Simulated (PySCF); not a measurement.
Working out the excitation energy of Sr+

Sr+ [Kr] 5s1 (2S) → Sr+ [Kr] 5p1 (2P). Calculation: PySCF 2.14, in def2-TZVPPD with the def2 core potential (28 electrons) (6s4p3d1f, 40 functions); scalar relativity through the core potential. Frozen: nothing. Energies in hartree (1 hartree = 27.21139 eV):

| part | Sr+ (lower) | Sr+ (upper) |
| --- | --- | --- |
| UHF | -30.172767 | -30.071013 |
| CCSD correlation | -0.192150 | -0.184544 |
| (T) | -0.004531 | -0.004098 |

What does Hartree-Fock give?

(-30.071013) − (-30.172767) = 0.101754 hartree = 2.769 eV.

What do CCSD and CCSD(T) give?

The CCSD correlation energies differ by 0.007606 hartree = 0.207 eV and the triples by 0.000433 hartree = 0.012 eV, so CCSD gives 2.976 eV and CCSD(T) 2.988 eV.

Measured between the centres of the two terms (NIST): 3.007 eV, so CCSD(T) (valence and next inner shell) is off by -0.019 eV.

What remains against the reference includes basis incompleteness and higher excitations.
